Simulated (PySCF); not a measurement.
C2H6Cl2Sn, SMILES [CH3][Sn]([CH3])([Cl])[Cl].

Geometry optimised at r2SCAN-D4/def2-SVP. The isomer is the one that the SMILES or the coordinates give; other isomers of the formula were not compared. The def2 effective core potentials stand for the cores of Sn; spin–orbit coupling is left out.

Level of theory: PBE0/def2-TZVP in PySCF.

Gas-phase values at a fixed geometry.

Computed frontier levels, gap, dipole moment and polarisability:
```
Quantity                                                                                                       Result
---------------------------------------------------------------------------------------------  ----------------------
highest occupied level                                                                                       -8.33 eV
lowest empty level                                                                                           -1.05 eV
orbital gap                                                                                                   7.27 eV
dipole moment                                                                                                  3.98 D
quadrupole, principal values (traceless, Buckingham form, about the centre of nuclear charge)   -8.10, 1.58, 6.53 D·Å
mean static polarisability                                                                      87.6 bohr³ (12.98 Å³)
polarisability, principal values                                                               84.8, 88.5, 89.5 bohr³
```
